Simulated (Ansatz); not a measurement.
`[OH][GeH]([Cl])[Cl]` + CH₃NH₂ → `C[NH][GeH]([OH])[Cl]` + HCl  (ligand exchange at a Ge–Cl bond)

Isolated molecules relaxed with PBE0-D4/def2-TZVP in Ansatz; ΔE leaves out vibrations. CCSD(T)/CBS is the MP2 limit (def2-TZVPP, def2-QZVPP) plus CCSD(T) − MP2 in def2-TZVPP, frozen cores. This one scheme is used for every species. DFT in def2-TZVPP. B3LYP here is the variant with VWN-RPA as its local correlation; programs differ in this. For Ge outer-core shells are correlated without core-valence functions, which leaves a few kJ/mol of doubt a bond. Scalar relativity is left out up to krypton. One conformer a species, not always the lowest.

```
             level  ΔE (kcal/mol)  difference from CCSD(T)/CBS
            PBE-D4           14.4                          2.1
         r2SCAN-D4           14.5                          2.2
           PBE0-D4           14.5                          2.2
          B3LYP-D4           14.0                          1.7
           ωB97X-V           13.7                          1.4
           ωB97M-V           14.0                          1.7
            B2PLYP           14.2                          1.9
               PBE           15.4                          3.1
            r2SCAN           14.8                          2.5
              PBE0           15.4                          3.1
             B3LYP           15.5                          3.2
     HF/def2-TZVPP           16.1                          3.8
    MP2/def2-TZVPP           12.2                         -0.1
SCS-MP2/def2-TZVPP           12.5                          0.2
   CCSD/def2-TZVPP           12.3                          0.0
CCSD(T)/def2-TZVPP           12.0                         -0.3
     HF/def2-QZVPP           16.1                          3.8
    MP2/def2-QZVPP           12.4                          0.1
SCS-MP2/def2-QZVPP           12.7                          0.4
      HF/CBS(def2)           16.1                          3.8
     MP2/CBS(def2)           12.5                          0.2
    CCSD/CBS(def2)           12.6                          0.3
       CCSD(T)/CBS           12.3                            0
```

Largest T1 diagnostic among the species: 0.011.

The D4 term adds −1.4 kcal/mol with B3LYP and −0.9 kcal/mol with PBE0; it sums over pairs of atoms, weighted by their polarisabilities, and B3LYP, whose exchange is more repulsive, gets the larger term. In def2-TZVPP, CCSD(T) changes the Hartree–Fock value by −4.1 kcal/mol (the triples alone add −0.3 kcal/mol) and MP2 by −3.9 kcal/mol.
